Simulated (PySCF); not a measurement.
Rows and methods have been separated. Pair them.

Si4H10.
Cartesian coordinates in Å at the PBE0-D3(BJ)/def2-SVP level; atoms count from 1:
```xyz
14
Si4H10 angstrom
Si     2.949   -0.167    0.165
Si     0.727   -0.909    0.222
Si    -0.720    0.879   -0.242
Si    -2.956    0.182   -0.158
H      3.131    0.924    1.172
H      3.255    0.379   -1.194
H      3.904   -1.276    0.470
H      0.515   -1.989   -0.794
H      0.405   -1.471    1.573
H     -0.403    1.417   -1.604
H     -0.485    1.973    0.754
H     -3.178   -0.906   -1.159
H     -3.885    1.315   -0.455
H     -3.261   -0.351    1.206
```

The closed-shell ground state was solved 5 times with PySCF (density fitting, gas phase), always in the pcSseg-1 basis (146 functions), with these functionals: BHandHLYP, CAM-B3LYP, LC-wPBE, PBE0 and wB97X-D.

```json
{"row": "P", "total energy (Eh)": "-1163.9100", "HOMO (eV)": "-8.72", "LUMO (eV)": "0.51", "dipole (D)": "0.02"}
{"row": "Q", "total energy (Eh)": "-1163.5666", "HOMO (eV)": "-10.27", "LUMO (eV)": "1.62", "dipole (D)": "0.02"}
{"row": "R", "total energy (Eh)": "-1163.9400", "HOMO (eV)": "-8.99", "LUMO (eV)": "0.65", "dipole (D)": "0.02"}
{"row": "S", "total energy (Eh)": "-1163.4274", "HOMO (eV)": "-7.82", "LUMO (eV)": "-0.43", "dipole (D)": "0.02"}
{"row": "T", "total energy (Eh)": "-1163.9152", "HOMO (eV)": "-9.55", "LUMO (eV)": "1.22", "dipole (D)": "0.02"}
```

Which functional belongs to which row?

P = BHandHLYP, Q = LC-wPBE, R = CAM-B3LYP, S = PBE0, T = wB97X-D. By rising HOMO–LUMO gap: PBE0 (global hybrid, 25 % exact exchange) 7.39 eV; BHandHLYP (global hybrid, 50 % exact exchange) 9.23 eV; CAM-B3LYP (range-separated hybrid) 9.64 eV; wB97X-D (range-separated hybrid) 10.77 eV; LC-wPBE (range-separated hybrid) 11.89 eV. Total energies of different functionals aren't bounds to one another; each is stationary for its own functional.

One conformer stands for the species.

Note: wB97X-D ran without an empirical dispersion term, which enters the total energy and its gradient alone.
